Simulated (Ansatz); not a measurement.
Cost and result up the ladder for Ga(H2S)H3 (GaH5S) (7 atoms). Charge 0, multiplicity 1. Geometry: PBE0-D4/def2-TZVP.

```tsv
atom	x (Å)	y (Å)	z (Å)
Ga1	-0.129	0.369	1.057
S2	0.746	-0.356	-1.276
H3	0.096	-1.529	-1.356
H4	-0.177	0.278	-2.019
H5	0.753	-0.663	1.854
H6	-1.652	0.044	0.816
H7	0.363	1.858	0.923
```

Ansatz on 4 threads of Intel Xeon on a shared host. Times are rough, and most runs start from the orbitals of an earlier one. ωB97M-V/def2-TZVP serves as the yardstick here, not as an exact answer. Differences are given only for rows in sets of like size (and for xTB, whose basis is part of the method), since another set adds its own error. Binding counts from free atoms at the same level (Ga doublet, S triplet, H doublet; other spins of the atoms weren't run), without zero-point energy or a counterpoise term.

The 6-31G sets use Cartesian d functions. B3LYP takes the VWN-RPA correlation. HSE06 is defined as in plane-wave codes, on full-range PBE exchange. Correlated methods freeze 14 core orbitals; core or outer-core shells of Ga are correlated, in sets that lack core-valence functions.

Correlated methods converge slowly with the basis.

```json
{"level": "PBE-D4/def2-SVP", "functions": "75", "wall time": "1.2 s", "binding energy per atom (eV)": "2.38", "difference from ωB97M-V/def2-TZVP (eV)": "–"}
{"level": "B3LYP-D4/6-31G", "functions": "52", "wall time": "1.4 s", "binding energy per atom (eV)": "2.27", "difference from ωB97M-V/def2-TZVP (eV)": "–"}
{"level": "PBE-D4/def2-TZVP (with forces)", "functions": "115", "wall time": "1.5 s", "binding energy per atom (eV)": "2.39", "difference from ωB97M-V/def2-TZVP (eV)": "-0.04"}
{"level": "BLYP-D4/def2-TZVP", "functions": "115", "wall time": "1.5 s", "binding energy per atom (eV)": "2.38", "difference from ωB97M-V/def2-TZVP (eV)": "-0.06"}
{"level": "HSE06-D4/def2-TZVP", "functions": "115", "wall time": "1.8 s", "binding energy per atom (eV)": "2.38", "difference from ωB97M-V/def2-TZVP (eV)": "-0.05"}
{"level": "PBE0-D4/def2-TZVP", "functions": "115", "wall time": "2 s", "binding energy per atom (eV)": "2.38", "difference from ωB97M-V/def2-TZVP (eV)": "-0.05"}
{"level": "CAM-B3LYP-D4/def2-TZVP", "functions": "115", "wall time": "2.1 s", "binding energy per atom (eV)": "2.43", "difference from ωB97M-V/def2-TZVP (eV)": "-0.01"}
{"level": "PBE-D4/def2-TZVPD", "functions": "145", "wall time": "2.2 s", "binding energy per atom (eV)": "2.39", "difference from ωB97M-V/def2-TZVP (eV)": "-0.04"}
{"level": "PBE0-D4/def2-TZVPD", "functions": "145", "wall time": "2.7 s", "binding energy per atom (eV)": "2.39", "difference from ωB97M-V/def2-TZVP (eV)": "-0.05"}
{"level": "PBE0-D4/def2-SVP", "functions": "75", "wall time": "2.8 s", "binding energy per atom (eV)": "2.38", "difference from ωB97M-V/def2-TZVP (eV)": "–"}
{"level": "r2SCAN-D4/def2-TZVP", "functions": "115", "wall time": "2.8 s", "binding energy per atom (eV)": "2.44", "difference from ωB97M-V/def2-TZVP (eV)": "0.00"}
{"level": "r2SCAN-D4/def2-TZVPD", "functions": "145", "wall time": "3.6 s", "binding energy per atom (eV)": "2.44", "difference from ωB97M-V/def2-TZVP (eV)": "0.01"}
{"level": "ωB97M-V/def2-TZVP", "functions": "115", "wall time": "6.5 s", "binding energy per atom (eV)": "2.43", "difference from ωB97M-V/def2-TZVP (eV)": "0.00"}
{"level": "CCSD(T)/def2-TZVPP", "functions": "160", "wall time": "18 s", "binding energy per atom (eV)": "2.41", "difference from ωB97M-V/def2-TZVP (eV)": "-0.02"}
```
